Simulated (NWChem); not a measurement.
The numbers come from NWChem runs, not from measurements. System: AgI, charge 0, spin multiplicity 1, at a geometry optimised with PBE0/def2-SVP with def2 effective core potentials on Ag, I. The structure started from a generated list of species. Level: PBE0/def2-QZVP with def2 effective core potentials on Ag, I.

Job file:

```
start mol
memory heap 200 mb stack 900 mb global 1100 mb
geometry units angstroms nocenter noautoz
  Ag     0.000000     0.000000    -1.368255
  I      0.000000     0.000000     1.213358
  symmetry group C2v
end
basis spherical
  * library def2-qzvp
end
ecp
  Ag library def2-ecp
  I library def2-ecp
end
dft
  xc pbe0
  semidirect memsize 60000000 filesize 0
  iterations 100
end
task dft energy
```

Part of the output:

```
             Northwest Computational Chemistry Package (NWChem) 7.3.0
             --------------------------------------------------------

                                NWChem Input Module
                                -------------------

 Scaling coordinates for geometry "geometry" by  1.889725989
 (inverse scale =  0.529177249)

 Turning off AUTOSYM since
 SYMMETRY directive was detected!

                             Geometry "geometry" -> ""
                             -------------------------

 Output coordinates in angstroms (scale by  1.889725989 to convert to a.u.)

  No.       Tag          Charge          X              Y              Z
 ---- ---------------- ---------- -------------- -------------- --------------
    1 Ag                  47.0000     0.00000000     0.00000000    -1.36825500
    2 I                   53.0000     0.00000000     0.00000000     1.21335800

 Effective nuclear repulsion energy (a.u.)     510.6034588679

            Nuclear Dipole moment (a.u.)
            ----------------------------
        X                 Y               Z
 ---------------- ---------------- ----------------
     0.0000000000     0.0000000000    -0.0000207870

      Symmetry information
      --------------------

 Group name             C2v
 Group number             16
 Group order               4
 No. of unique centers     2

      Symmetry unique atoms

     1    2


 Summary of "ao basis" -> "" (spherical)
 ------------------------------------------------------------------------------
       Tag                 Description            Shells   Functions and Types
 ---------------- ------------------------------  ------  ---------------------
 *                         def2-qzvp                  on all atoms

                                 NWChem DFT Module
                                 -----------------

 Summary of "ao basis" -> "ao basis" (spherical)
 ------------------------------------------------------------------------------
       Tag                 Description            Shells   Functions and Types
 ---------------- ------------------------------  ------  ---------------------
 Ag                        def2-qzvp                20       72   7s5p4d3f1g
 I                         def2-qzvp                22       82   7s6p4d4f1g

 Summary of "ao basis" -> "ao basis" (spherical)
 ------------------------------------------------------------------------------
       Tag                 Description            Shells   Functions and Types
 ---------------- ------------------------------  ------  ---------------------
 Ag                        def2-qzvp                20       72   7s5p4d3f1g
 I                         def2-qzvp                22       82   7s6p4d4f1g

      Symmetry analysis of basis
      --------------------------

        a1         61
        a2         19
        b1         37
        b2         37

            General Information
            -------------------
          SCF calculation type: DFT
          Wavefunction type:  closed shell.
          No. of atoms     :     2
          No. of electrons :    44
           Alpha electrons :    22
            Beta electrons :    22
          Charge           :     0
          Spin multiplicity:     1
          Use of symmetry is: on ; symmetry adaption is: on
          Maximum number of iterations: 100
          AO basis - number of functions:   154
                     number of shells:    42
          Convergence on energy requested:  1.00D-06
[...]
  Resetting Diis
 d= 0,ls=0.0,diis     6   -444.7584533292 -4.08D-06  8.82D-06  6.62D-06    24.4

 !! scf_movecs_sym_adapt:   22 vectors were symmetry contaminated

  Symmetry fudging

 !! scf_movecs_sym_adapt:    8 vectors were symmetry contaminated

 d= 0,ls=0.0,diis     7   -444.7584538848 -5.56D-07  5.25D-06  5.18D-07    25.0

         Total DFT energy =     -444.758453884835
      One electron energy =     -974.162771341895
           Coulomb energy =      468.460404542611
    Exchange-Corr. energy =      -36.421258888938
 Nuclear repulsion energy =       97.365171803387

 Numeric. integr. density =       44.000000015216

     Total iterative time =     18.5s

                  Occupations of the irreducible representations
                  ----------------------------------------------

                     irrep           alpha         beta
                     --------     --------     --------
                     a1               10.0         10.0
                     a2                2.0          2.0
                     b1                5.0          5.0
                     b2                5.0          5.0

                       DFT Final Molecular Orbital Analysis
                       ------------------------------------

 Vector   20  Occ=2.000000D+00  E=-2.838639D-01  Symmetry=a1
              MO Center= -1.9D-16, -8.1D-16,  3.0D-01, r^2= 3.3D+00
   Bfn.  Coefficient  Atom+Function         Bfn.  Coefficient  Atom+Function
  ----- ------------  ---------------      ----- ------------  ---------------
    94      0.391177  2 I  pz                91      0.319169  2 I  pz
     5     -0.254309  1 Ag s                 82     -0.248717  2 I  pz
     3      0.224984  1 Ag s                 25      0.187842  1 Ag d  0
     4      0.150206  1 Ag s                  6     -0.147356  1 Ag s
    30      0.140100  1 Ag d  0              97      0.137961  2 I  pz

 Vector   21  Occ=2.000000D+00  E=-2.504445D-01  Symmetry=b1
              MO Center= -5.9D-16, -3.4D-19,  1.1D+00, r^2= 2.4D+00
   Bfn.  Coefficient  Atom+Function         Bfn.  Coefficient  Atom+Function
  ----- ------------  ---------------      ----- ------------  ---------------
    92      0.486892  2 I  px                89      0.410567  2 I  px
    80     -0.312932  2 I  px                95      0.197890  2 I  px
    26      0.108704  1 Ag d  1              83     -0.086358  2 I  px
    31      0.080808  1 Ag d  1              86      0.051658  2 I  px
    36      0.049536  1 Ag d  1              14      0.045536  1 Ag px

 Vector   22  Occ=2.000000D+00  E=-2.504445D-01  Symmetry=b2
              MO Center=  2.0D-18,  1.3D-16,  1.1D+00, r^2= 2.4D+00
   Bfn.  Coefficient  Atom+Function         Bfn.  Coefficient  Atom+Function
  ----- ------------  ---------------      ----- ------------  ---------------
    93      0.486892  2 I  py                90      0.410567  2 I  py
    81     -0.312932  2 I  py                96      0.197890  2 I  py
    24     -0.108704  1 Ag d -1              84     -0.086358  2 I  py
    29     -0.080808  1 Ag d -1              87      0.051658  2 I  py
    34     -0.049536  1 Ag d -1              15      0.045536  1 Ag py

 Vector   23  Occ=0.000000D+00  E=-1.146116D-01  Symmetry=a1
              MO Center= -1.7D-15,  4.1D-15, -1.7D+00, r^2= 5.0D+00
   Bfn.  Coefficient  Atom+Function         Bfn.  Coefficient  Atom+Function
  ----- ------------  ---------------      ----- ------------  ---------------
     6      0.526442  1 Ag s                  7      0.380323  1 Ag s
     3     -0.273515  1 Ag s                 94      0.232793  2 I  pz
     5      0.224829  1 Ag s                  4     -0.196536  1 Ag s
    91      0.195271  2 I  pz                19     -0.193739  1 Ag pz
    97      0.188153  2 I  pz                82     -0.140334  2 I  pz

 Vector   24  Occ=0.000000D+00  E=-1.007647D-02  Symmetry=b1
              MO Center=  1.6D-15, -2.0D-18, -1.5D+00, r^2= 9.6D+00
   Bfn.  Coefficient  Atom+Function         Bfn.  Coefficient  Atom+Function
  ----- ------------  ---------------      ----- ------------  ---------------
    20      0.609488  1 Ag px                17      0.486652  1 Ag px
    95     -0.254267  2 I  px                14      0.164288  1 Ag px
     8     -0.140098  1 Ag px                89     -0.134208  2 I  px
    11     -0.074305  1 Ag px                80      0.068669  2 I  px
   116      0.054461  2 I  d  1              92     -0.046518  2 I  px

 Vector   25  Occ=0.000000D+00  E=-1.007647D-02  Symmetry=b2
              MO Center=  1.5D-18, -4.1D-15, -1.5D+00, r^2= 9.6D+00
   Bfn.  Coefficient  Atom+Function         Bfn.  Coefficient  Atom+Function
  ----- ------------  ---------------      ----- ------------  ---------------
    21      0.609488  1 Ag py                18      0.486652  1 Ag py
    96     -0.254267  2 I  py                15      0.164288  1 Ag py
     9     -0.140098  1 Ag py                90     -0.134208  2 I  py
    12     -0.074305  1 Ag py                81      0.068669  2 I  py
   114     -0.054461  2 I  d -1              93     -0.046518  2 I  py

 center of mass
 --------------
 x =   0.00000000 y =   0.00000000 z =   0.06225274

 moments of inertia (a.u.)
 ------------------
        1380.977555094979           0.000000000000           0.000000000000
           0.000000000000        1380.977555094979           0.000000000000
           0.000000000000           0.000000000000           0.000000000000

     Multipole analysis of the density
     ---------------------------------

     L   x y z        total         alpha         beta         nuclear
     -   - - -        -----         -----         ----         -------
     0   0 0 0     -0.000000    -22.000000    -22.000000     44.000000

     1   1 0 0     -0.000000     -0.000000     -0.000000      0.000000
     1   0 1 0     -0.000000     -0.000000     -0.000000      0.000000
     1   0 0 1     -1.974186     -5.085063     -5.085063      8.195940

     2   2 0 0    -34.989714    -17.494857    -17.494857      0.000000
     2   1 1 0     -0.000000     -0.000000     -0.000000      0.000000
     2   1 0 1     -0.000000     -0.000000     -0.000000      0.000000
     2   0 2 0    -34.989714    -17.494857    -17.494857      0.000000
     2   0 1 1     -0.000000     -0.000000     -0.000000      0.000000
     2   0 0 2    -28.816295   -143.638277   -143.638277    258.460258

 Task  times  cpu:       25.1s     wall:       25.1s

 Total times  cpu:       25.1s     wall:       25.1s
```
